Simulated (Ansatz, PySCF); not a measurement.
CH12N2Si3, SMILES [SiH2](C[SiH](N)N)[SiH3]. Atoms are numbered in the order given.

```xyz
18

N     -1.8373    -1.2569    -0.0107
Si    -1.3303     0.2926    -0.5736
N     -2.7404     1.1261    -1.1093
C     -0.3459     1.0406     0.8471
Si     1.1506     0.0273     1.3744
Si     2.4695    -0.6002    -0.4665
H     -1.2864    -1.7726     0.6653
H     -2.3598    -1.8779    -0.6175
H     -0.4250     0.3312    -1.7727
H     -3.5372     1.2593    -0.4977
H     -2.6780     1.8492    -1.8151
H     -0.9992     1.1946     1.7233
H      0.0113     2.0343     0.5252
H      2.0091     0.7709     2.3525
H      0.7013    -1.2311     2.0592
H      3.7505    -1.2159     0.0040
H      2.8017     0.5874    -1.3144
H      1.7496    -1.6024    -1.3123
```

The structure is a stationary point at PBE0-D3(BJ)/def2-SVP. This is a generated structure with no PubChem entry under its InChIKey; it may be hypothetical. Other conformers were not sampled.

Two levels are set side by side: PBE-D3(BJ)/def2-SVP (Ansatz, a program for electronic structure) and PBE0-D3(BJ)/def2-SVP (Ansatz). Each level has its own optimised geometry; the coordinates shown are those of the second. Frequencies come from the Hessian of PySCF at each geometry. Differences are taken from unrounded values.

```json
[
 {"quantity": "mean bond length (Å)", "PBE0-D3(BJ)": "1.460"},
 {"quantity": "bond N1–Si2 (Å)", "PBE0-D3(BJ)": "1.725"},
 {"quantity": "bond Si2–N3 (Å)", "PBE0-D3(BJ)": "1.723"},
 {"quantity": "bond Si2–C4 (Å)", "PBE0-D3(BJ)": "1.883"},
 {"quantity": "bond C4–Si5 (Å)", "PBE0-D3(BJ)": "1.883"},
 {"quantity": "bond Si5–Si6 (Å)", "PBE0-D3(BJ)": "2.350"},
 {"quantity": "bond N1–H7 (Å)", "PBE0-D3(BJ)": "1.013"},
 {"quantity": "bond N1–H8 (Å)", "PBE0-D3(BJ)": "1.013"},
 {"quantity": "bond Si2–H9 (Å)", "PBE0-D3(BJ)": "1.503"},
 {"quantity": "bond N3–H10 (Å)", "PBE0-D3(BJ)": "1.013"},
 {"quantity": "bond N3–H11 (Å)", "PBE0-D3(BJ)": "1.012"},
 {"quantity": "bond C4–H12 (Å)", "PBE0-D3(BJ)": "1.104"},
 {"quantity": "bond C4–H13 (Å)", "PBE0-D3(BJ)": "1.104"},
 {"quantity": "bond Si5–H14 (Å)", "PBE0-D3(BJ)": "1.499"},
 {"quantity": "bond Si5–H15 (Å)", "PBE0-D3(BJ)": "1.501"},
 {"quantity": "bond Si6–H16 (Å)", "PBE0-D3(BJ)": "1.497"},
 {"quantity": "bond Si6–H17 (Å)", "PBE0-D3(BJ)": "1.497"},
 {"quantity": "highest harmonic wavenumber (cm⁻¹)", "PBE0-D3(BJ)": "3726"},
 {"quantity": "mean harmonic wavenumber (cm⁻¹)", "PBE0-D3(BJ)": "1194"},
 {"quantity": "zero-point energy (kcal/mol)", "PBE0-D3(BJ)": "81.93"}
]
```

Question: What does PBE-D3(BJ) give, and how far is it from PBE0-D3(BJ)? (Estimate from the structure and the level; the computed values follow.)

Answer: 
| quantity | PBE-D3(BJ) | PBE-D3(BJ) minus PBE0-D3(BJ) |
|---|---|---|
| mean bond length (Å) | 1.470 | 0.010 |
| bond N1–Si2 (Å) | 1.739 | 0.014 |
| bond Si2–N3 (Å) | 1.738 | 0.015 |
| bond Si2–C4 (Å) | 1.897 | 0.013 |
| bond C4–Si5 (Å) | 1.895 | 0.012 |
| bond Si5–Si6 (Å) | 2.357 | 0.007 |
| bond N1–H7 (Å) | 1.023 | 0.009 |
| bond N1–H8 (Å) | 1.023 | 0.009 |
| bond Si2–H9 (Å) | 1.514 | 0.011 |
| bond N3–H10 (Å) | 1.023 | 0.009 |
| bond N3–H11 (Å) | 1.022 | 0.010 |
| bond C4–H12 (Å) | 1.112 | 0.008 |
| bond C4–H13 (Å) | 1.111 | 0.008 |
| bond Si5–H14 (Å) | 1.510 | 0.011 |
| bond Si5–H15 (Å) | 1.512 | 0.010 |
| bond Si6–H16 (Å) | 1.507 | 0.010 |
| bond Si6–H17 (Å) | 1.507 | 0.010 |
| highest harmonic wavenumber (cm⁻¹) | 3596 | -131 |
| mean harmonic wavenumber (cm⁻¹) | 1157 | -37 |
| zero-point energy (kcal/mol) | 79.37 | -2.57 |

Exact exchange shortens and stiffens bonds; PBE has none. Differences between two approximate levels are no errors against the true value.
